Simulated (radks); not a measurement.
Results of a calculation; reference values are marked as such.
The arsenic anion As3-, [Kr], held by a Watson sphere: a shell of charge +3 at radius R that stands for the Madelung well of a crystal (potential energy -3/R inside, -3/r outside, in hartree with lengths in bohr). Code: a radial shooting solver on a logarithmic mesh with Libxc functionals. Model: scalar-relativistic Kohn-Sham, LDA (Slater exchange, Perdew-Wang correlation), spin-polarised, spherical densities, finite nucleus; Fermi nuclear charge, rms radius of each element as measured or else 0.836 A^(1/3) + 0.57 fm. Response by self-consistent Sternheimer equations with the Hartree and adiabatic LDA kernel, the relativistic mass of each level held fixed and spin-orbit coupling left out. The sphere does not respond.

R (bohr)  e(3d) (eV)  e(4s) (eV)  e(4p) (eV)  <r> 4p (bohr)  sum of <r^2> (bohr^2)  X-ray form factor at sin(theta)/lambda = 0.2 1/angstrom  alpha (bohr^3)
2.28         -39.538     -16.677      -7.615          2.451                  60.55                                                   26.481           36.80
2.43         -39.116     -16.134      -7.317          2.513                  62.98                                                   26.389           40.80
2.62         -38.716     -15.498      -6.939          2.592                  66.14                                                   26.292           46.62
3.19         -37.993     -13.934      -5.854          2.824                  76.01                                                   26.114           70.06
3.2          -37.983     -13.911      -5.836          2.828                  76.19                                                   26.112           70.57
3.84         -37.509     -12.680      -4.800          3.079                  87.92                                                   26.060           111.0
5.11         -36.917     -11.312      -3.350          3.550                  113.9                                                   26.117           257.6
5.19         -36.890     -11.257      -3.281          3.579                  115.7                                                   26.122           270.8
